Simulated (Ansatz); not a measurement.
The cluster SnF₂, relaxed as a singlet with RKS PBE-D4/def2-TZVP in Ansatz, starting from the GFN1-xTB geometry. Force threshold 0.02 eV/Å.

In the def2 sets Sn takes a core potential; there is no spin–orbit coupling. The structure comes from a short search, and lower isomers may exist.

Start:

```xyz
3

Sn    0.049    0.782   -0.215
F    -1.276   -0.082    0.942
F     1.227   -0.700   -0.727
```

```json
{"step": "1", "energy (eV)": "-11265.2199", "largest force component (eV/Å)": "0.407", "SCF passes": "21"}
{"step": "2", "energy (eV)": "-11265.2414", "largest force component (eV/Å)": "0.145", "SCF passes": "20"}
{"step": "3", "energy (eV)": "-11265.2420", "largest force component (eV/Å)": "0.043", "SCF passes": "23"}
{"step": "4", "energy (eV)": "-11265.2421", "largest force component (eV/Å)": "0.000", "SCF passes": "24"}
```

Force components are those of the run's own axes.

End:

```xyz
3

Sn    0.0528    0.8360   -0.2301
F    -1.2207   -0.1233    0.9118
F     1.1679   -0.7127   -0.6817
```

By distances, no bond broke or formed. The bond that changes most is Sn1–F2, from 1.96 to 1.96 Å (atoms count from 1).

No frequencies were taken in this run, so the end may be a saddle point.

Run time 2 s (4 threads of Arm Neoverse V1 on a shared host).
